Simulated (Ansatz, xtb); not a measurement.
Gas-phase reaction in SMILES: C/C=C/[SiH2]C + 2 C (CH4) + [SiH4] (SiH4) -> C=C (C2H4) [ethene] + CC (C2H6) [ethane] + 2 C[SiH3]
Structures are relaxed separately at B3LYP-D3(BJ)/def2-TZVP in Ansatz (a quantum-chemistry and plane-wave program), one conformer each, not searched for the lowest.

Property: bond separation energy (electronic energy difference), in kJ/mol. Valence correlation only, unless marked. Spin-orbit coupling is left out. No relativistic terms. CBS(X,Y): correlation extrapolated as X^-3; Hartree-Fock from the larger set. [CCSD(T)-MP2]/basis is that difference in the basis named.

```tsv
level	program	bond separation energy (kJ/mol)
GFN2-xTB	xtb	40.7
PBE-D4/def2-TZVPD	Ansatz + dftd4	37.2
revPBE-D3(BJ)/def2-TZVPD	Ansatz + dftd3	36.7
revPBE/def2-TZVPD	Ansatz	29.5
r2SCAN-D4/def2-TZVPD	Ansatz + dftd4	37.2
B3LYP-D3(BJ)/def2-TZVPD	Ansatz + dftd3	35.2
BHLYP/def2-TZVPD	Ansatz	27.4
r2SCAN0/def2-TZVPD	Ansatz	32.9
HSE06-D3(BJ)/def2-TZVPD	Ansatz + dftd3	34.6
LC-wPBE-D4/def2-TZVPD	Ansatz + dftd4	33.2
PBE-QIDH/def2-TZVPD	Ansatz	(withheld)
SCS-MP2/6-31G	Ansatz	37.1
CCSD/6-31G	Ansatz	(withheld)
RI-MP2/CBS(cc-pV(T+d)Z,cc-pV(Q+d)Z)+[CCSD(T)-MP2]/cc-pV(T+d)Z	Ansatz	(withheld)
```

Problem. Some entries are withheld; supply them.

Solution. 
- PBE-QIDH/def2-TZVPD, bond separation energy (kJ/mol): 33.5
- CCSD/6-31G, bond separation energy (kJ/mol): 34.0
- RI-MP2/CBS(cc-pV(T+d)Z,cc-pV(Q+d)Z)+[CCSD(T)-MP2]/cc-pV(T+d)Z, bond separation energy (kJ/mol): 32.7
